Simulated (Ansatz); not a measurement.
Predict a relaxed structure of (NaSH)2 ring (Na₂H₂S₂), charge 0, singlet, at PBE0-D4/def2-SVP (Ansatz).


Cartesian coordinates in Å:
```
Na -1.0796 0.5926 1.0257
S -1.4380 0.0681 -1.5520
Na 1.0798 -0.5898 -1.0271
S 1.4371 -0.0689 1.5513
H -1.9898 -1.1602 -1.4247
H 1.9904 1.1582 1.4269
```
Point group C2h (tolerance 0.1 Å). This is one stationary point.
